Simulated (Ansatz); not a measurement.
`C[SiH](F)Br` → `CF` + `[SiH]Br` at 298.15 K and 1 bar (silylene formation by 1,1-elimination).

Isolated molecules relaxed with PBE0-D4/def2-TZVP in Ansatz; ΔE leaves out vibrations. CCSD(T)/CBS adds triple-zeta CCSD(T) − MP2 to the extrapolated MP2 energy (def2 sets, frozen cores). This one scheme is used for every species. For Br outer-core shells are correlated without core-valence functions, which leaves a few kJ/mol of doubt a bond. Scalar relativity is left out up to krypton.

| species | CCSD(T)/CBS energy (Eh) | H − E (kJ/mol) | S (J/(mol·K)) |
| --- | --- | --- | --- |
| `C[SiH](F)Br` | -3002.78099 | 148.5 | 329.8 |
| `CF` | -139.63461 | 113.4 | 222.6 |
| `[SiH]Br` | -2862.97869 | 30.2 | 263.1 |

H − E and S are ideal-gas, rigid-rotor, harmonic terms from PBE0-D4/def2-TZVP, for one conformer and one mirror image of each species. 1 Eh = 2625.50 kJ/mol, R = 8.31446 J/(mol·K).

Question: By hand: ΔE, ΔH, ΔS and ΔG.

Answer: ΔE = (-139.63461) + (-2862.97869) − (-3002.78099) = 0.16769 Eh = 440.3 kJ/mol. Δ(H − E) = 113.4 + 30.2 − 148.5 = -4.9, so ΔH = 435.4 kJ/mol. ΔS = 222.6 + 263.1 − 329.8 = 155.9 J/(mol·K). ΔG = 435.4 − 298.15 × (155.9)/1000 = 388.9 kJ/mol.

Question: By hand: the equilibrium constant, and the temperature at which ΔG would vanish if ΔH and ΔS stayed fixed.

Answer: log₁₀ K = −ΔG/(RT ln 10) = -68.1. ΔG = 0 at ΔH/ΔS = 2793 K, far beyond where these terms or the molecules hold.

The number of gas molecules changes by +1, which sets the sign of ΔS. A doubt of 5 kJ/mol in ΔE shifts log₁₀ K by 0.9 here. Other conformers and mirror images would add mixing entropy, several J/(mol·K) or more a flexible species. These are equilibria of isolated gas molecules and say nothing of rates. Largest T1 diagnostic: 0.011 (customary marks: 0.02 for closed shells, 0.045 for open ones).
